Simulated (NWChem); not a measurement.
# C2H4N2OSi; SMILES N1[SiH](N=CC=1)O

```xyz
10

O      0.0001    -2.0761     0.5036
Si    -0.0002    -0.7059    -0.4130
N     -1.3494     0.4287    -0.0720
C     -0.7665     1.5338     0.1961
C      0.7668     1.5337     0.1958
N      1.3493     0.4284    -0.0727
H      0.0027    -1.9776     1.4661
H     -0.0009    -1.1490    -1.8185
H     -1.3211     2.4530     0.4190
H      1.3217     2.4526     0.4184
```
Atoms are numbered in this order, from 1.

Computed with NWChem. Pople sets run with spherical d functions. Coordinates come from a B3LYP/6-31G* (spherical d) optimisation. Atomic charges in e: unrestrained fits to the electrostatic potential beside Mulliken populations; buried atoms are poorly determined by the fit.

For level B3LYP/def2-SVP:

| Property | Result |
|---|---|
| ESP O1 | -0.74 |
| Mulliken O1 | -0.37 |
| ESP Si2 | 1.21 |
| Mulliken Si2 | 0.73 |
| Mulliken N3 | -0.28 |

Question: What are these values for level Hartree-Fock/6-31G*?

Answer: The ESP O1 comes out as -0.86 and the Mulliken O1 comes out as -0.87. The ESP Si2 comes out as 1.41 and the Mulliken Si2 is 1.25. The Mulliken N3 comes out as -0.60.
